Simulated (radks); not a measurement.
The numbers below are computed, except where a source is named.
Task: The table gives one normalised radial function P(r) = r R(r) of Li2+ in 1s1 (r in bohr). Code: a radial shooting solver on a logarithmic mesh with Libxc functionals. Model: non-relativistic Kohn-Sham, PBE, spin-polarised, spherical densities, point nucleus; open shells are filled with parallel spins first.

r         P
0.03314  0.3134
0.04179  0.3849
0.05228  0.4665
0.06593  0.5644
0.08249  0.6714
0.1032   0.7888
0.1301   0.9165
0.1628   1.0382
0.2053   1.1508
0.2569   1.2315
0.324    1.2681
0.4053   1.2416
0.5071   1.1446
0.6395   0.9722
0.8      0.7558
1.009    0.5162
1.262    0.3091
1.592    0.1501
1.991    0.0593

Which n and l does it have? It may be an empty orbital.

Result: n = 1, l = 0: the number of nodes gives n - l - 1 = 0, the rise at small r (about r^(l+1)) gives l, and the extent must fit the shell. The curve is that of 1s up; the table hardly tells the two spins apart. 1s up: eigenvalue -103.68 eV, 0 radial nodes, <r> = 0.505 bohr, 90 % of the charge inside 0.900 bohr.
